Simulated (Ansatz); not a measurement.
`B[SiH2]O` + `F[CH2][GeH2][Cl]` → `B[SiH](O)F` + `[CH3][GeH2][Cl]`  (redistribution)

Program: Ansatz. Geometries: PBE0-D4/def2-TZVP. ΔE: electronic, gas phase. CCSD(T)/CBS adds triple-zeta CCSD(T) − MP2 to the extrapolated MP2 energy (def2 sets, frozen cores). DFT in def2-TZVPP. B3LYP here is the variant with VWN-RPA as its local correlation; programs differ in this. For Ge outer-core shells are correlated without core-valence functions, which leaves a few kJ/mol of doubt a bond. Scalar relativity is left out up to krypton. One conformer a species, not always the lowest.

```
             level  ΔE (eV)
          B3LYP-D4    -2.72
     HF/def2-TZVPP    -2.84
SCS-MP2/def2-QZVPP    -2.91
     MP2/CBS(def2)    -2.99
```

(1) What does CCSD(T)/CBS give? (An estimate is asked.)

Largest T1 diagnostic among the species: 0.012.

Answers

(1) Computed: -2.86 eV. The listed levels differ from it by 0.14, 0.02, -0.05, -0.13 eV.

From PBE to PBE0 (25 % exact exchange), in def2-TZVPP and without D4, ΔE moves by −0.09 eV.
